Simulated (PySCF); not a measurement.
Electronic structure of Ti+ (titanium, charge +1) at the LDA level

Configuration: [Ar] 3d1 4s2, 2D determinant (an excited configuration). Calculation: PySCF 2.14, in x2c-QZVPPall; the spin-free X2C one-electron Hamiltonian (Gaussian nucleus).

| Item | Value |
| --- | --- |
| Total energy | -851.239 hartree |
| One-electron energy | -1158.131 hartree |
| Hartree (Coulomb) energy | 346.635 hartree |
| Exchange-correlation energy | -39.743 hartree |
| ⟨S²⟩ | 0.7507 |
| ⟨L²⟩ | 6.007 |
| Sum of ⟨r⟩ | 18.26 bohr |
| Sum of ⟨r²⟩ | 33.78 bohr² |
| Traceless quadrupole moment −½Σ⟨3z² − r²⟩ along its main axis | 0.389 e·bohr² |
| Langevin diamagnetic susceptibility | -26.8 ×10⁻⁶ cm³/mol |

```
shell  electrons  mean orbital energy (eV)  spread (eV)  rms radius, mean of both spins (bohr)
 1s α          1                   -4866.0            0                                 0.0806
 1s β          1                   -4866.0            0                                 0.0806
 2s α          1                   -549.80            0                                  0.354
 2s β          1                   -549.44            0                                  0.354
 2p α          3                   -458.20        0.419                                  0.322
 2p β          3                   -457.92        0.660                                  0.322
 3s α          1                   -75.799            0                                   1.07
 3s β          1                   -74.864            0                                   1.07
 3p α          3                   -52.041        0.560                                   1.16
 3p β          3                   -51.120        1.396                                   1.16
 3d α          1                   -16.601            0                                   1.52
 4s α          1                   -12.224            0                                   3.18
 4s β          1                   -11.969            0                                   3.18
```

Densities and radii are taken from the X2C orbitals without a picture-change correction, which distorts them close to the nucleus.
